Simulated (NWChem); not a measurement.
All runs are NWChem calculations. System: arsine (H$_{3}$As), charge 0, spin multiplicity 1, at a geometry optimised with B3LYP/def2-SVP. Level: G0W0@PBE0/def2-TZVPD, RI basis def2-tzvpd-rifit.

Input file:

```
start mol
memory heap 200 mb stack 700 mb global 1700 mb
geometry units angstroms nocenter noautoz
  As     0.001021     0.071038     0.000000
  H     -0.646662    -0.772289     1.100745
  H     -0.646662    -0.772289    -1.100745
  H      1.259642    -0.799689     0.000000
  symmetry group Cs
end
basis spherical
  * library def2-tzvpd
end
basis "ri basis" bse spherical
  * library def2-tzvpd-rifit
end
dft
  xc pbe0
  iterations 100
  direct
  tolerances tight
end
task dft energy
gw
  states alpha occ 4 vir 2
end
task dft gw
```

Output (cleaned and shortened):

```
             Northwest Computational Chemistry Package (NWChem) 7.3.0
             --------------------------------------------------------

                                NWChem Input Module
                                -------------------

 Scaling coordinates for geometry "geometry" by  1.889725989
 (inverse scale =  0.529177249)

 Turning off AUTOSYM since
 SYMMETRY directive was detected!

                             Geometry "geometry" -> ""
                             -------------------------

 Output coordinates in angstroms (scale by  1.889725989 to convert to a.u.)

  No.       Tag          Charge          X              Y              Z
 ---- ---------------- ---------- -------------- -------------- --------------
    1 As                  33.0000     0.00102100     0.07103800     0.00000000
    2 H                    1.0000    -0.64666200    -0.77228900     1.10074500
    3 H                    1.0000    -0.64666200    -0.77228900    -1.10074500
    4 H                    1.0000     1.25964200    -0.79968900     0.00000000

 Effective nuclear repulsion energy (a.u.)      34.9516285710

            Nuclear Dipole moment (a.u.)
            ----------------------------
        X                 Y               Z
 ---------------- ---------------- ----------------
     0.0000207870    -0.0000245664     0.0000000000

      Symmetry information
      --------------------

 Group name             Cs
 Group number              2
 Group order               2
 No. of unique centers     3

      Symmetry unique atoms

     1    2    4


 Summary of "ao basis" -> "" (spherical)
 ------------------------------------------------------------------------------
       Tag                 Description            Shells   Functions and Types
 ---------------- ------------------------------  ------  ---------------------
 *                         def2-tzvpd                 on all atoms

 new library libraries.bse/

 Summary of "ri basis" -> "" (spherical)
 ------------------------------------------------------------------------------
       Tag                 Description            Shells   Functions and Types
 ---------------- ------------------------------  ------  ---------------------
 *                      def2-tzvpd-rifit              on all atoms

                                 NWChem DFT Module
                                 -----------------

 Summary of "ao basis" -> "ao basis" (spherical)
 ------------------------------------------------------------------------------
       Tag                 Description            Shells   Functions and Types
 ---------------- ------------------------------  ------  ---------------------
 As                        def2-tzvpd               18       54   7s5p5d1f
 H                         def2-tzvpd                5        9   3s2p

 Summary of "ao basis" -> "ao basis" (spherical)
 ------------------------------------------------------------------------------
       Tag                 Description            Shells   Functions and Types
 ---------------- ------------------------------  ------  ---------------------
 As                        def2-tzvpd               18       54   7s5p5d1f
 H                         def2-tzvpd                5        9   3s2p

      Symmetry analysis of basis
      --------------------------

        a'         52
        a"         29

            General Information
            -------------------
          SCF calculation type: DFT
          Wavefunction type:  closed shell.
          No. of atoms     :     4
          No. of electrons :    36
           Alpha electrons :    18
            Beta electrons :    18
          Charge           :     0
          Spin multiplicity:     1
          Use of symmetry is: on ; symmetry adaption is: on
          Maximum number of iterations: 100
          This is a Direct SCF calculation.
          AO basis - number of functions:    81
                     number of shells:    33
          Convergence on energy requested:  1.00D-06
          Convergence on density requested:  1.00D-05
          Convergence on gradient requested:  5.00D-04

              XC Information
              --------------
                         PBE0 Method XC Functional
                     Hartree-Fock (Exact) Exchange  0.250
          PerdewBurkeErnzerhof Exchange Functional  0.750
            Perdew 1991 LDA Correlation Functional  1.000 local
           PerdewBurkeErnz. Correlation Functional  1.000 non-local

             Grid Information
             ----------------
          Grid used for XC integration:  medium
          Radial quadrature: Mura-Knowles
          Angular quadrature: Lebedev.
          Tag              B.-S. Rad. Rad. Pts. Rad. Cut. Ang. Pts.
          ---              ---------- --------- --------- ---------
          As                  1.15      112           8.0       590
          H                   0.35       45           8.0       434
          Grid pruning is: on
          Number of quadrature shells:   202
          Spatial weights used:  Erf1

          Convergence Information
          -----------------------
          Convergence aids based upon iterative change in
          total energy or number of iterations.
          Levelshifting, if invoked, occurs when the
          HOMO/LUMO gap drops below (HL_TOL):  1.00D-02
          DIIS, if invoked, will attempt to extrapolate
          using up to (NFOCK): 10 stored Fock matrices.

                    Damping( 0%)  Levelshifting(0.5)       DIIS
                  --------------- ------------------- ---------------
[...]
      Superposition of Atomic Density Guess
      -------------------------------------

 Sum of atomic energies:       -2235.63698330

      Non-variational initial energy
      ------------------------------

 Total energy =   -2235.815523
 1-e energy   =   -3185.206515
 2-e energy   =     914.439363
 HOMO         =      -0.307923
 LUMO         =       0.054777

      Symmetry analysis of molecular orbitals - initial
      -------------------------------------------------

  Numbering of irreducible representations:

     1 a'          2 a"

  Orbital symmetries:

     1 a'          2 a'          3 a"          4 a'          5 a'
     6 a'          7 a"          8 a'          9 a'         10 a'
    11 a"         12 a"         13 a'         14 a'         15 a'
    16 a"         17 a'         18 a'         19 a'         20 a'
    21 a"         22 a'         23 a"         24 a'         25 a"
    26 a'         27 a'         28 a'

   convergence    iter        energy       DeltaE   RMS-Dens  Diis-err    time
 ---------------- ----- ----------------- --------- --------- ---------  ------
 d= 0,ls=0.0,diis     1  -2237.3712961580 -2.27D+03  4.07D-03  3.11D-01     1.2
 d= 0,ls=0.0,diis     2  -2237.3840554833 -1.28D-02  1.27D-03  2.48D-02     1.9
 d= 0,ls=0.0,diis     3  -2237.3851783386 -1.12D-03  3.96D-04  5.90D-03     2.6
 d= 0,ls=0.0,diis     4  -2237.3854190577 -2.41D-04  1.34D-04  2.53D-04     3.3
 d= 0,ls=0.0,diis     5  -2237.3854397135 -2.07D-05  8.62D-06  6.35D-07     3.9
 d= 0,ls=0.0,diis     6  -2237.3854398026 -8.92D-08  3.12D-06  5.24D-08     4.6

         Total DFT energy =    -2237.385439802640
      One electron energy =    -3185.967404130934
           Coulomb energy =      997.495719499583
    Exchange-Corr. energy =      -83.865383742290
 Nuclear repulsion energy =       34.951628571002

 Numeric. integr. density =       36.000009616355

     Total iterative time =      4.1s

                  Occupations of the irreducible representations
                  ----------------------------------------------

                     irrep           alpha         beta
                     --------     --------     --------
                     a'               13.0         13.0
                     a"                5.0          5.0

                       DFT Final Molecular Orbital Analysis
                       ------------------------------------

 Vector   16  Occ=2.000000D+00  E=-3.768429D-01  Symmetry=a"
              MO Center= -3.8D-01, -4.4D-01, -1.7D-10, r^2= 2.0D+00
   Bfn.  Coefficient  Atom+Function         Bfn.  Coefficient  Atom+Function
  ----- ------------  ---------------      ----- ------------  ---------------
    19      0.361608  1 As pz                22      0.269266  1 As pz
    56      0.223799  2 H  s                 65     -0.223799  3 H  s
    13     -0.222522  1 As pz                55      0.133379  2 H  s
    64     -0.133379  3 H  s                 10      0.069678  1 As pz
    24      0.055402  1 As d -1              16      0.052309  1 As pz

 Vector   17  Occ=2.000000D+00  E=-3.768410D-01  Symmetry=a'
              MO Center=  3.6D-01, -4.5D-01,  1.7D-10, r^2= 2.0D+00
   Bfn.  Coefficient  Atom+Function         Bfn.  Coefficient  Atom+Function
  ----- ------------  ---------------      ----- ------------  ---------------
    17      0.361572  1 As px                20      0.269239  1 As px
    74      0.258421  4 H  s                 11     -0.222500  1 As px
    73      0.154014  4 H  s                 56     -0.129210  2 H  s
    65     -0.129210  3 H  s                 55     -0.077006  2 H  s
    64     -0.077006  3 H  s                  8      0.069671  1 As px

 Vector   18  Occ=2.000000D+00  E=-2.881636D-01  Symmetry=a'
              MO Center=  3.1D-03,  2.1D-01, -2.4D-15, r^2= 2.1D+00
   Bfn.  Coefficient  Atom+Function         Bfn.  Coefficient  Atom+Function
  ----- ------------  ---------------      ----- ------------  ---------------
    18      0.418922  1 As py                21      0.333337  1 As py
     6      0.308738  1 As s                  5      0.306898  1 As s
    12     -0.249386  1 As py                 4     -0.154691  1 As s
    56     -0.117161  2 H  s                 65     -0.117161  3 H  s
    74     -0.117155  4 H  s                  3     -0.114123  1 As s

 Vector   19  Occ=0.000000D+00  E= 6.661934D-03  Symmetry=a'
              MO Center= -3.5D-03, -2.5D-01,  1.3D-14, r^2= 8.1D+00
   Bfn.  Coefficient  Atom+Function         Bfn.  Coefficient  Atom+Function
  ----- ------------  ---------------      ----- ------------  ---------------
     7      2.323421  1 As s                 57     -0.743139  2 H  s
    66     -0.743139  3 H  s                 75     -0.743116  4 H  s
    21     -0.710778  1 As py                 5     -0.466819  1 As s
     6      0.461655  1 As s                 79      0.358910  4 H  px
    63      0.313309  2 H  pz                72     -0.313309  3 H  pz

 Vector   20  Occ=0.000000D+00  E= 1.561405D-02  Symmetry=a'
              MO Center= -3.5D-03, -3.0D-02,  2.9D-11, r^2= 4.5D+00
   Bfn.  Coefficient  Atom+Function         Bfn.  Coefficient  Atom+Function
  ----- ------------  ---------------      ----- ------------  ---------------
    43      0.393731  1 As d -2              17      0.364740  1 As px
    75      0.351970  4 H  s                 74     -0.265624  4 H  s
    80      0.233139  4 H  py                79     -0.210737  4 H  px
    45      0.207154  1 As d  0              57     -0.175801  2 H  s
    66     -0.175801  3 H  s                 11     -0.170034  1 As px

 Vector   21  Occ=0.000000D+00  E= 1.561480D-02  Symmetry=a"
              MO Center=  2.6D-03, -3.0D-02, -2.9D-11, r^2= 4.5D+00
   Bfn.  Coefficient  Atom+Function         Bfn.  Coefficient  Atom+Function
  ----- ------------  ---------------      ----- ------------  ---------------
    44      0.386984  1 As d -1              19      0.364782  1 As pz
    57      0.304722  2 H  s                 66     -0.304722  3 H  s
    46     -0.244782  1 As d  1              56     -0.230027  2 H  s
    65      0.230027  3 H  s                 62      0.196977  2 H  py
    71     -0.196977  3 H  py                13     -0.170053  1 As pz

 center of mass
 --------------
 x =   0.00103158 y =   0.07175520 z =   0.00000000

 moments of inertia (a.u.)
 ------------------
          16.264928430855           0.016962856763           0.000000000000
           0.016962856763          17.442141902272           0.000000000000
           0.000000000000           0.000000000000          16.264269058890

     Multipole analysis of the density
     ---------------------------------

     L   x y z        total         alpha         beta         nuclear
     -   - - -        -----         -----         ----         -------
     0   0 0 0     -0.000000    -18.000000    -18.000000     36.000000

     1   1 0 0     -0.001753     -0.000887     -0.000887      0.000021
     1   0 1 0     -0.122051     -0.061013     -0.061013     -0.000025
     1   0 0 1     -0.000000     -0.000000     -0.000000      0.000000

     2   2 0 0    -14.625514    -11.639237    -11.639237      8.652960
     2   1 1 0     -0.021223      0.000295      0.000295     -0.021814
     2   1 0 1     -0.000000     -0.000000     -0.000000      0.000000
     2   0 2 0    -16.101183    -11.619682    -11.619682      7.138180
     2   0 1 1      0.000000      0.000000      0.000000      0.000000
     2   0 0 2    -14.625168    -11.639427    -11.639427      8.653686

 Task  times  cpu:        4.6s     wall:        4.6s

                                NWChem Input Module
                                -------------------

                                 NWChem GW Module
                                 ----------------

                             ***********************
                             ***        GW       ***
                             ***********************

 Summary of "ri basis" -> "ri basis" (spherical)
 ------------------------------------------------------------------------------
       Tag                 Description            Shells   Functions and Types
 ---------------- ------------------------------  ------  ---------------------
 As                     def2-tzvpd-rifit            41      175   11s10p9d6f4g1h
 H                      def2-tzvpd-rifit            10       24   5s3p2d

                 Memory Information
                 ------------------
          Available GA per process is          1699.9 MBs
          Available stack per process is        700.0 MBs
          Available heap per process is           0.0 MBs

          Peak memory in Initialization
              Peak GA per process is                  3.5 MBs
              Peak stack per process is               0.1 MBs
              Peak heap per process is                3.9 MBs
              Memory not in MA per process            0.0 MBs

          Peak memory in AFF Calculation
              Peak GA per process is                 14.9 MBs
              Peak stack per process is               9.8 MBs
              Peak heap per process is                0.0 MBs
              Memory not in MA per process            9.8 MBs

          Computing 2-center integrals
          Computing Inverse Cholesky factor
          Computing 3-center integrals
          Computing V_xc ...

          Computing Sigma_x
          Computing RPA polarizability
          Solving quasiparticle equations

                  Alpha Orbitals
          State     Energy (eV)     Error (eV)
          -----------------------------------
@GW        15        -18.483           0.004
@GW        16        -12.666           0.002
@GW        17        -12.666           0.002
@GW        18        -10.058           0.005
@GW        19          1.658           0.003
@GW        20          2.506           0.004

   Applying  -2.2169 eV scissor-shift to rest of particle states

   Applying   1.4764 eV scissor-shift to rest of hole states

     GW Timing Statistics
   ------------------------
   Init.   :          0.1s
     ERIs  :          0.3s
     Distr.:          0.0s
     Vxc   :          0.7s
   Sigma_x :          0.0s
   RPA     :          0.3s
   Wmn     :          0.0s
   Sigma_c :          0.0s
   GW total:          1.3s

 Task  times  cpu:        1.3s     wall:        1.3s

 Total times  cpu:        5.9s     wall:        5.9s
```
